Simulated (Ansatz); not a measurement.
Molecule: InBr, net charge 0, singlet state. 
Structure (B3LYP-D3(BJ)/def2-TZVP (Ansatz, a program for electronic structure) minimum search):
SMILES: [Br][In]
```xyz
2

In     0.0000     0.0000    -1.0815
Br     0.0000     0.0000     1.5141
```
Charge 0, spin multiplicity 1.

Quantity: atomisation energy (electronic, to ground-state atoms), in kcal/mol. Cores are frozen in the correlated levels unless marked. Open shells are spin-unrestricted. No spin-orbit coupling. Frozen are the shells of the preceding noble gas and the d and f shells that filled before the atom's block. In def2 rows, elements after Kr have scalar-relativistic effective core potentials. The coupled-cluster limit lacks core correlation, which all-electron functionals hold. CBS marks a two-point X^-3 extrapolation of the correlation energy; Hartree-Fock from the larger set.

```json
[
 {"level": "PBE-D4/def2-TZVPD", "program": "Ansatz + dftd4", "atomisation energy (kcal/mol)": "100.0"},
 {"level": "revPBE/def2-TZVPD", "program": "Ansatz", "atomisation energy (kcal/mol)": "94.3"},
 {"level": "r2SCAN-D4/def2-TZVPD", "program": "Ansatz + dftd4", "atomisation energy (kcal/mol)": "(withheld)"},
 {"level": "B3LYP-D3(BJ)/def2-TZVPD", "program": "Ansatz + dftd3", "atomisation energy (kcal/mol)": "96.7"},
 {"level": "B3LYP/def2-TZVPD", "program": "Ansatz", "atomisation energy (kcal/mol)": "94.5"},
 {"level": "PBE0-D4/def2-TZVPD", "program": "Ansatz + dftd4", "atomisation energy (kcal/mol)": "97.5"},
 {"level": "CCSD(T)/CBS(def2-TZVPPD,def2-QZVPPD)", "program": "Ansatz", "atomisation energy (kcal/mol)": "(withheld)"}
]
```

Q: Fill in the missing entries.

A: 
- r2SCAN-D4/def2-TZVPD, atomisation energy (kcal/mol): 99.1
- CCSD(T)/CBS(def2-TZVPPD,def2-QZVPPD), atomisation energy (kcal/mol): 97.6
